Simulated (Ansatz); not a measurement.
C2H10GaNOSi (`NC(O)([SiH3])[CH2][GaH2]`), relaxed with RKS PBE0-D4/def2-TZVP in Ansatz from a GFN2-xTB geometry. The force threshold is 0.005 eV/Å; the program also tests the step.

The species carries charge 0 and has multiplicity 1.

Start:

```xyz
16

N    -0.275    1.247    0.631
C     0.166    0.077   -0.122
O    -0.923   -0.202   -1.040
Si    1.794    0.280   -1.106
C     0.093   -1.091    0.849
Ga   -1.929   -0.801    0.866
H    -0.159    2.113    0.110
H     0.248    1.328    1.496
H    -1.042    0.537   -1.650
H     2.013   -0.919   -1.903
H     2.863    0.538   -0.144
H     1.594    1.456   -1.968
H     0.757   -0.930    1.700
H     0.407   -2.010    0.344
H    -2.884   -1.888    0.248
H    -2.721    0.264    1.688
```

| step | energy (eV) | largest force (eV/Å) | largest move (Å) |
| --- | --- | --- | --- |
| 1 | -66014.6256 | 0.695 | 0.000 |
| 2 | -66014.8671 | 0.447 | 0.194 |
| 3 | -66014.9539 | 0.359 | 0.195 |
| 4 | -66015.0086 | 0.660 | 0.200 |
| 5 | -66015.0584 | 0.656 | 0.187 |
| 6 | -66015.0917 | 0.614 | 0.089 |
| 7 | -66015.1338 | 0.353 | 0.172 |
| 8 (rejected) | -66015.0792 | 1.139 | 0.200 |
| 9 | -66015.1576 | 0.145 | 0.100 |
| 10 | -66015.1614 | 0.255 | 0.098 |
| 11 | -66015.1640 | 0.040 | 0.024 |
| 12 (rejected) | -66015.1619 | 0.133 | 0.028 |
| 13 | -66015.1644 | 0.016 | 0.014 |
| 14 | -66015.1648 | 0.029 | 0.021 |
| 15 | -66015.1650 | 0.025 | 0.018 |
| 16 | -66015.1652 | 0.029 | 0.022 |
| 17 | -66015.1653 | 0.038 | 0.021 |
| 18 | -66015.1653 | 0.047 | 0.020 |
| 19 | -66015.1654 | 0.028 | 0.007 |
| 20 | -66015.1654 | 0.010 | 0.002 |
| 21 | -66015.1654 | 0.002 | 0.004 |

End:

```xyz
16

N     0.026    1.565    0.518
C     0.172    0.272   -0.066
O    -1.042    0.049   -0.927
Si    1.672    0.144   -1.232
C     0.068   -0.885    0.921
Ga   -1.918   -1.134    0.667
H     0.845    2.151    0.471
H    -0.334    1.539    1.463
H    -1.384    0.930   -1.126
H     1.639   -1.178   -1.901
H     2.912    0.277   -0.421
H     1.642    1.234   -2.247
H     0.465   -0.612    1.898
H     0.597   -1.777    0.575
H    -2.471   -2.449    0.013
H    -2.891   -0.127    1.397
```

Run time 41 s (2 threads of an AMD EPYC 7R13 on a shared host and a share of an NVIDIA H100 80 GB); peak host memory 0.96 GiB.
